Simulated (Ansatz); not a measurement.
Consider the redistribution: `O[SiH2]CS` + `C[NH][GeH2][SiH3]` → `CN[SiH2]O` + `[SiH3][GeH2][CH2]S`.

Computed with Ansatz on PBE0-D4/def2-TZVP structures; ΔE is electronic, products minus reactants. CBS: MP2 limit from def2 TZ/QZ plus the TZ coupled-cluster correction, frozen cores. Functionals use def2-TZVPP. B3LYP here is the variant with VWN-RPA as its local correlation; programs differ in this. For Ge outer-core shells are correlated without core-valence functions, which leaves a few kJ/mol of doubt a bond. Scalar relativity is left out up to krypton. One conformer a species, not always the lowest.

`O[SiH2]CS`:

Cartesian coordinates in Å:
```
O -1.688 -0.061 0.970
Si -0.829 0.518 -0.306
C 1.006 0.368 0.053
S 1.381 -1.362 0.466
H -1.349 -0.886 1.330
H -1.252 1.928 -0.492
H -1.089 -0.255 -1.554
H 1.256 0.936 0.953
H 1.653 0.723 -0.752
H 0.912 -1.909 -0.669
```

`C[NH][GeH2][SiH3]`:

Z-matrix (Å, degrees):
```
C
N 1 1.450
H 1 1.100 2 115.0
H 1 1.094 2 110.1 3 121.9
H 1 1.094 2 109.5 3 -120.8
Ge 2 1.846 1 117.9 3 67.2
H 2 1.011 1 111.5 3 -65.1
Si 6 2.398 2 113.7 1 -58.6
H 6 1.542 2 106.0 1 62.3
H 6 1.540 2 106.5 1 179.4
H 8 1.489 6 110.0 2 -63.8
H 8 1.488 6 111.1 2 176.0
H 8 1.488 6 110.6 2 55.7
```

`CN[SiH2]O`:

Z-matrix (Å, degrees):
```
C
N 1 1.446
H 1 1.097 2 113.4
H 1 1.093 2 109.4 3 -120.0
H 1 1.094 2 111.4 3 121.9
Si 2 1.705 1 125.5 3 97.3
H 2 1.008 1 113.7 3 -65.2
O 6 1.652 2 118.0 1 -83.0
H 6 1.489 2 105.4 1 38.4
H 6 1.479 2 107.7 1 160.6
H 8 0.958 6 117.8 2 73.7
```

`[SiH3][GeH2][CH2]S`:

```xyz
12

Si    0.167   -1.321   -1.431
Ge   -0.860    0.494   -0.281
C     0.447    1.246    0.985
S     1.178   -0.037    2.027
H     1.565   -0.949   -1.774
H    -0.573   -1.607   -2.690
H     0.174   -2.548   -0.596
H    -2.070    0.007    0.544
H    -1.355    1.593   -1.246
H     0.017    2.046    1.589
H     1.279    1.667    0.418
H     0.032   -0.591    2.454
```

**Question.** Is it downhill or uphill in electronic energy at CCSD(T)/CBS, and by how much? (Estimate.)

**Answer.** Ansatz gave: Downhill: ΔE = -53.5 kJ/mol.

**Question.** What do these levels give: PBE-D4, r2SCAN-D4, B3LYP-D4, ωB97X-V, ωB97M-V, B2PLYP, r2SCAN, B3LYP, MP2/def2-TZVPP, SCS-MP2/def2-TZVPP, HF/def2-QZVPP, SCS-MP2/def2-QZVPP? (Estimate.)

**Answer.** Ansatz gave: PBE-D4 -47.3, r2SCAN-D4 -49.1, B3LYP-D4 -51.6, ωB97X-V -50.9, ωB97M-V -53.0, B2PLYP -52.6, r2SCAN -49.1, B3LYP -51.4, MP2/def2-TZVPP -55.3, SCS-MP2/def2-TZVPP -53.6, HF/def2-QZVPP -52.6, SCS-MP2/def2-QZVPP -54.2 kJ/mol.

Largest T1 diagnostic among the species: 0.012.
